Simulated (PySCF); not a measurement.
Molecule: SMILES CCCCC1CC1, C₇H₁₄.

Cartesian coordinates in Å; atom numbers follow the order of the lines, from 1:
```xyz
21

C    -3.236   -0.082   -0.520
C    -2.007   -0.651    0.169
C    -0.748    0.174   -0.061
C     0.489   -0.387    0.628
C     1.732    0.429    0.381
C     2.540    0.217   -0.865
C     3.092   -0.195    0.469
H    -3.089   -0.018   -1.610
H    -3.461    0.936   -0.161
H    -4.128   -0.701   -0.340
H    -1.830   -1.684   -0.179
H    -2.193   -0.732    1.255
H    -0.920    1.209    0.286
H    -0.552    0.254   -1.146
H     0.305   -0.458    1.715
H     0.664   -1.422    0.285
H     1.662    1.467    0.728
H     2.977    1.086   -1.365
H     2.216   -0.573   -1.550
H     3.145   -1.265    0.692
H     3.909    0.390    0.898
```

Geometry PBE0-D3(BJ)/def2-SVP throughout; GIAO in PySCF, gas phase, one conformer, non-relativistic; equivalent atoms averaged; basis pcSseg-1.

(1) How do the shifts δ (against TMS at the same level) depend on the functional? (a selection of nuclei; ppm; last column core-seconds on shared hosts with different chips, so compare them loosely)

(2) Which nucleus among those listed moves most, in ppm?

Answers

(1) 
```
functional                    kind    C4    C3    C2  H13/H14  H11/H12  H15/H16   H17  H18/H21  H19/H20  core-s
       LDA                     LDA  42.6  38.4  28.1     1.31     1.23     1.10  0.65     0.47     0.00      24
      OPBE                     GGA  38.4  34.7  27.4     1.25     1.17     1.05  0.55     0.46     0.01      40
       KT2                     GGA  41.2  37.2  28.7     1.27     1.20     1.07  0.54     0.43    -0.06      30
      PBE0           global hybrid  39.1  35.6  27.0     1.21     1.12     0.98  0.49     0.43    -0.01      41
  mPW1PW91           global hybrid  38.9  35.3  26.9     1.20     1.11     0.97  0.48     0.43    -0.01      19
      WP04           global hybrid  39.0  35.8  28.7     1.17     1.07     0.95  0.47     0.41     0.05      27
     B97-2           global hybrid  38.9  35.4  27.3     1.21     1.13     0.99  0.48     0.43    -0.01      25
 CAM-B3LYP  range-separated hybrid  39.5  36.1  27.2     1.21     1.12     0.96  0.49     0.44     0.00      27
   wB97X-D  range-separated hybrid  38.3  34.9  26.3     1.18     1.08     0.94  0.47     0.43     0.01      25
```

(2) C4 (sp3 CH2): from 38.3 ppm with wB97X-D to 42.6 ppm with LDA. The smallest spread is 0.06 ppm, at H18/H21. Proton shifts span only some 12 ppm, so a few tenths of a ppm matter as much there as several ppm in carbon.
